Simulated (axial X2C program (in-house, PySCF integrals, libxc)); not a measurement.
## Excited states of SnPb by EOM-EE-CCSD

Calculated with an axial X2C code built on PySCF integrals: two-component X2C with atomic mean-field Coulomb and Gaunt terms, Gaussian nuclei, basis Pb dyall-acv3z, Sn dyall-acv3z with contracted cores.

R = 2.817 Å (near the PBE0 minimum at charge 0 of the determinant lowest at the starting distance; the state shown can have its own minimum elsewhere, which is not the closed-shell reference).

Hartree–Fock spinors of SnPb (one of each Kramers pair; a window near the gap, which can cut inner shells):

```tsv
ω	occupied	ε (eV)	character
1/2	yes	-27.61	99% Pb d
3/2	yes	-27.58	100% Pb d
1/2	yes	-16.72	51% Pb s, 26% Sn s, 9% Sn p
1/2	yes	-12.92	46% Sn s, 23% Pb s, 14% Pb p
1/2	yes	-7.20	60% Pb p, 27% Sn p, 4% Sn d
1/2	yes	-6.59	62% Sn p, 26% Pb p, 5% Pb d
3/2	no	-0.53	52% Sn p, 41% Pb p, 3% Pb d
1/2	no	0.16	33% Sn p, 31% Pb p, 14% Pb d
1/2	no	0.61	68% Pb p, 28% Sn p
3/2	no	0.83	61% Pb p, 15% Sn p, 14% Pb d
1/2	no	0.88	79% Pb p, 17% Sn p
1/2	no	1.00	36% Pb s, 29% Sn p, 22% Sn s
```

Vertical excitation energies from the closed-shell determinant state of SnPb:

| Ω | excitation (eV) | cm⁻¹ | hole of the leading pair | particle of the leading pair | weight of the pair (for Ω = 0 its time-reversed partner can hold as much again) | singles weight |
| --- | --- | --- | --- | --- | --- | --- |
| 1 | 0.174 | 1406 | 48% Sn pπ, 20% Pb pπ, 15% Sn pσ | 62% Sn pπ, 27% Pb pπ, 6% Pb dπ | 0.93 | 0.94 |
| 2 | 0.361 | 2910 | 35% Sn pπ, 30% Sn pσ, 19% Pb pσ | 62% Sn pπ, 28% Pb pπ | 0.93 | 0.94 |
| 1 | 0.970 | 7827 | 31% Pb pπ, 30% Pb pσ, 24% Sn pσ | 45% Pb pπ, 45% Sn pπ | 0.90 | 0.92 |
| 2 | 1.041 | 8393 | 45% Pb pπ, 17% Pb pσ, 16% Sn pπ | 49% Sn pπ, 41% Pb pπ | 0.91 | 0.92 |
| 0⁻ | 1.368 | 11035 | 40% Sn pπ, 25% Sn pσ, 14% Pb pσ | 33% Sn pπ, 27% Pb pπ, 11% Sn pσ | 0.47 | 0.94 |
| 1 | 1.482 | 11957 | 45% Sn pπ, 19% Sn pσ, 15% Pb pπ | 32% Sn pπ, 28% Pb pπ, 10% Sn pσ | 0.92 | 0.94 |
| 0⁺ | 1.593 | 12850 | 39% Sn pσ, 30% Pb pσ, 17% Sn pπ | 32% Sn pπ, 28% Pb pπ, 11% Sn pσ | 0.43 | 0.87 |
| 0⁻ | 1.914 | 15438 | 42% Pb pπ, 20% Pb pσ, 14% Sn pσ | 31% Pb pπ, 31% Sn pπ, 9% Pb dπ | 0.45 | 0.91 |
| 1 | 1.998 | 16112 | 38% Pb pπ, 24% Pb pσ, 17% Sn pσ | 31% Sn pπ, 30% Pb pπ, 9% Pb dπ | 0.82 | 0.91 |

This point took 35 s on 1 thread of Arm Neoverse N1, on a shared host.

Reference electrons by ω block (each with its −ω partner): 1/2: 39, 3/2: 19, 5/2: 7, 7/2: 1. 8 electrons of SnPb correlated (inner shells frozen), 88 natural virtual spinors (a truncated set); levels can be off by some tenths of an eV. Roots sought by Ω: (0: 5, 1: 4, 2: 3, 3: 1); rows need 60 % singles weight and stop where some Ω has no more roots. Missing are any skipped roots, higher Ω and states of a further excitation; these come out far too high here and may in truth be low or lowest. T1 of the reference 0.028 (Lee–Taylor). Number of frozen shells: Pb 5 s, 4 p, 3 d, 1 f; Sn 4 s, 3 p, 2 d. The closed-shell reference lies 0.03 eV above the lowest PBE0 determinant. Large amplitudes in the reference (orbital relaxation or multireference character) lower the reliability.
